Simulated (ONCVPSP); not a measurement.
**What one change does to a pseudopotential (vanadium (V), ONCV)**

```
Element                 : vanadium (V)
Generator               : ONCVPSP 4.0.1
Type                    : optimised norm-conserving Vanderbilt (ONCV)
Functional              : PBEsol
Relativity              : scalar-relativistic
Frozen core             : [Ne]
Valence charge          : 13
Reference configuration : 3s2 3p6 3d3 4s0.5 (charge +1.5)
Partial waves           : 3s+4s: rc 1.30 bohr, ncon 4, nbas 8, qcut 11.9 1/bohr, 2 projectors; 3p: rc 1.15 bohr, ncon 3, nbas 7, qcut 13.5 1/bohr, 1 projector; 3d: rc 2.30 bohr, ncon 4, nbas 9, qcut 7.1 1/bohr, 2 projectors, debl 3.2 Ha
Local potential         : polynomial inside 0.95 bohr (lpopt 5, dvloc0 0 Ha)
Core correction         : Teter function, fcfact 4.5, rcfact 1.45
```

All-electron outer shells of the reference configuration (PBEsol, scalar-relativistic, ld1.x):

```
shell  level (eV)  outermost node (bohr)  outermost maximum (bohr)
   2p     -514.60                      –                      0.21
   3s      -81.94                   0.38                      0.82
   3p      -55.86                   0.35                      0.84
   3d      -16.83                      –                      0.90
   4s      -14.19                   1.16                      2.53
```

Change: all radii but the core radius scaled by about 1.09 (s 1.42, p 1.24, d 2.50 bohr); local potential polynomial inside 1.04 bohr (lpopt 5, dvloc0 0 Ha).

Cutoffs: the cutoffs (Ha) at which the residual kinetic energy of the hardest occupied pseudo-wave falls to 1 and 0.1 mHa per electron; they do not see the model core or the augmentation charge, which bear on the density cutoff. Errors are all-electron minus pseudo energies relative to the spin-unpolarised reference configuration.

**Question.** How do hardness, ghosts and transferability respond?

**Answer.** The potential gets neither clearly harder nor softer (47 Ha and 60 Ha → 45 Ha and 59 Ha); of the 4 tests that both files solve, the error grows in 2 and shrinks in 2 by more than 15 % and 0.3 meV (median size 2.9 → 2.8 meV); neither file shows a bound ghost.

```tsv
quantity	base	changed
cutoff, loose	47 Ha	45 Ha
cutoff, tight	60 Ha	59 Ha
loose cutoff by channel	s 40 Ha, p 47 Ha, d 19 Ha	s 38 Ha, p 45 Ha, d 18 Ha
bound ghosts	none	none
GHOST(+) flags under 300 eV	none	none
error for 3s2 3p6 3d3 4s2, meV [ΔE -14.02 eV]	+5.1	+3.7
error for 3s2 3p6 3d3 4s1, meV [ΔE -6.27 eV]	+0.7	+0.2
error for 3s2 3p6 3d3 4s0, meV [ΔE 7.93 eV]	-0.7	-1.9
error for 3s2 3p5 3d3 4s2, meV [ΔE 36.84 eV]	-177	-209
rms error of d²Exc/dni dnj with the model core, mHa	1.29	1.74
```
